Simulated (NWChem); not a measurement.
# AlH$_{2}$OBr; SMILES [OH][AlH][Br]

```xyz
5

Al    -0.5518     1.1110     0.0000
H     -2.0652     1.5207     0.0000
Br     0.0800    -1.0559     0.0000
O      0.6093     2.3423     0.0000
H      1.5636     2.2535     0.0000
```
Atoms are numbered in this order, from 1.

All runs: NWChem. Structure relaxed at the PBE0/def2-SVP level. Level PBE/def2-SVP: energy and gradient on several grids; changes count from the extra-fine grid, which is no exact limit either.

Problem. Which is the coarsest grid (coarse; xcoarse; medium; fine; xfine) from which on the energy stays within 500 μHa and each gradient component within 500 μHa/bohr of xfine?

Solution. coarse.
```tsv
grid	size of the energy change (μHa)	largest change of a gradient component (μHa/bohr)	time, medium = 1 (rough)
xcoarse	1000	3000	0.5
coarse	< 10	200	about 1
medium	< 10	60	about 1
fine	< 10	< 30	about 1
xfine	< 10	< 30	about 1
```
